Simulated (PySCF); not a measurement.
Constitutional and geometric isomers with formula H6B3N. All species are isolated molecules in the gas phase. One relaxed conformer stands for each flexible species; it need not be the lowest. Strings in code marks are SMILES.

Quantity: electronic energy of isomers of H6B3N relative to `BN(B)B`, in kcal/mol.

Level 1: B3LYP-D3(BJ)/def2-TZVP (PySCF)
Level 2: PBE-D3(BJ)/def2-TZVP // B3LYP-D3(BJ)/def2-TZVP (PySCF)
Level 3: B3LYP/3-21G // B3LYP-D3(BJ)/def2-TZVP (PySCF)
Level 4: BP86/6-31G* // B3LYP-D3(BJ)/def2-TZVP (PySCF)

```
species   level 1  level 2  level 3  level 4
--------  -------  -------  -------  -------
`BBNB`       19.8     16.7     20.2     20.5
`BBBN`       42.3     35.2     44.7     43.4
`BB(B)N`     51.2     45.2     53.5     52.5
```
